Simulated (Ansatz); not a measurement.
This geometry of BCl2HO + ClH (7 atoms, charge 0, multiplicity 1) is a first-order saddle point.

Computed with Ansatz, RKS BHLYP-D4/def2-SVP.

```xyz
7
Properties=species:S:1:pos:R:3
B -0.183 0.503 -0.267
O 0.327 -0.090 0.977
Cl 0.727 1.878 -0.859
Cl -1.939 0.435 -0.444
H 0.748 -0.984 0.278
Cl 0.707 -1.343 -1.228
H -0.386 -0.399 1.542
```

(1) Which two structures does it join? (They come from a converged band through this point; their orientation in space is the band's.)

(2) How far does it lie above each of them?

Results:

(1) Bonds broken: H5–Cl6. Bonds formed: B1–Cl6, O2–H5. BCl2HO + ClH becomes BCl3H2O.

Initial state:

```xyz
7
Properties=species:S:1:pos:R:3
B -0.447 0.866 0.039
O 0.059 0.107 1.016
Cl 0.639 1.872 -0.885
Cl -2.172 0.863 -0.303
H 1.332 -1.274 -0.157
Cl 1.184 -2.018 -1.189
H -0.594 -0.415 1.480
```

Final state:

```xyz
7
Properties=species:S:1:pos:R:3
B -0.100 0.296 -0.549
O 0.369 -0.161 0.960
Cl 0.718 1.859 -0.867
Cl -1.910 0.393 -0.368
H 0.862 -0.987 0.897
Cl 0.478 -1.097 -1.571
H -0.418 -0.303 1.497
```

(2) 1.23 eV above the first and 0.89 eV above the second. This is the barrier of this one path; another mechanism may lie lower. The orbitals stay closed-shell, which can raise the energy where a bond breaks towards radicals; this wasn't checked here.

Run time: 2.1 min on 2 threads of Arm Neoverse V2 (shared host), peak memory 0.2 GiB.
